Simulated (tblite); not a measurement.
C2H5F3O3Si2.
Geometry (GFN2-xTB, Å), atoms numbered from 1 in this order:
```xyz
15
C2H5F3O3Si2 angstrom
F      3.2498   -1.0817   -0.0420
C      1.9987   -0.9183    0.4256
F      1.4655   -2.1641    0.4665
O      1.3120   -0.1152   -0.4142
C      0.3489    0.7310    0.1978
O     -0.4812   -0.0145    1.0404
Si    -1.8637   -0.5753    0.3917
F     -3.0234   -0.1882    1.4106
O     -1.9912    0.3652   -0.9416
Si    -0.7409    1.3535   -1.2829
H      2.0529   -0.5472    1.4644
H      0.8666    1.4624    0.8310
H     -1.8902   -1.9655    0.0413
H     -0.1398    0.9358   -2.5317
H     -1.1685    2.7300   -1.0788
```

All values are computed: GFN2-xTB (tblite) harmonic vibrations without scaling, gas phase. This tight-binding method is rough: wavenumbers can miss measured ones by several per cent, in bad cases by 10 to 20. Modes of hydrogen on silicon can be 10 to 20 % off. One conformer, not necessarily the lowest.

Harmonic wavenumbers (cm⁻¹): 35.1, 44.4, 84.4, 97.8, 137.4, 189.3, 249.5, 274.6, 371.5, 405.8, 443.4, 475.4, 501.8, 570.8, 585.5, 595.2, 628.9, 642.4, 672.6, 724.9, 737.2, 783.3, 827.0, 892.6, 938.4, 997.6, 1019.2, 1062.3, 1074.3, 1139.3, 1217.8, 1259.0, 1287.6, 1313.8, 2331.4, 2407.3, 2530.3, 2882.3, 2888.1.

A = 1731, B = 654.2, C = 525.2 MHz; mass 189.973 u (most abundant isotopes); point group C1, symmetry number 1.

Question: What is the zero-point energy?

Answer: ½Σν̃ = 17660 cm⁻¹ = 50.49 kcal/mol.

Question: Entropy at 400 K, 1 bar (ideal gas, RRHO, classical rotation)?

Answer: Translation 43.12, rotation 31.55, vibration 46.03: S = 120.7 cal/(mol K).

Question: And Cp and H(400 K) − H(0)?

Answer: Cp = 50.84 cal/(mol K), of which vibrations give 42.89 (their classical limit is 39 R = 77.5); H(400 K) − H(0) = 12.36 kcal/mol without the zero-point energy, 9.18 from vibrations.

Question: Blend soft modes into free rotors: weight 1/[1 + (100 cm⁻¹/ν̃)⁴] for the oscillator and the rest for a rotor with moment μB/(μ + B), μ = h/(8π²ν), B = 10⁻⁴⁴ kg m². What vibrational entropy results?

Answer: 41.22 cal/(mol K) in place of 46.03, which changes −T·S at 400 K by +1.92 kcal/mol.

Question: How do the functions run with temperature in this model?

Answer: 
| T (K) | S (cal/(mol K)) | Cp (cal/(mol K)) | H − H(0) (kcal/mol) | G − H(0) (kcal/mol) | ln q(vib) |
| --- | --- | --- | --- | --- | --- |
| 50 | 63.2 | 14.8 | 0.56 | -2.60 | 0.96 |
| 100 | 75.2 | 20.1 | 1.43 | -6.08 | 2.59 |
| 298.15 | 107.0 | 42.0 | 7.61 | -24.30 | 8.62 |
| 373.15 | 117.2 | 48.8 | 11.02 | -32.72 | 10.83 |
| 500 | 132.8 | 57.2 | 17.78 | -48.60 | 14.44 |
| 750 | 158.1 | 67.3 | 33.48 | -85.08 | 21.00 |
| 1000 | 178.3 | 72.9 | 51.07 | -127.21 | 26.78 |

q(vib) and H(0) count from the zero-point level.

Question: Which modes carry the vibrational entropy at 400 K?

Answer: 35.1 cm⁻¹: 6.10; 44.4 cm⁻¹: 5.63; 84.4 cm⁻¹: 4.36; 97.8 cm⁻¹: 4.07; 137.4 cm⁻¹: 3.41; 189.3 cm⁻¹: 2.79 cal/(mol K); the other 33 give 19.66 together.

Hindered rotation and anharmonicity are outside this model. Other conformers, if any are populated, would add a mixing term that is left out. The structure is chiral; the term R ln 2 for an equal mix with its mirror image is left out.
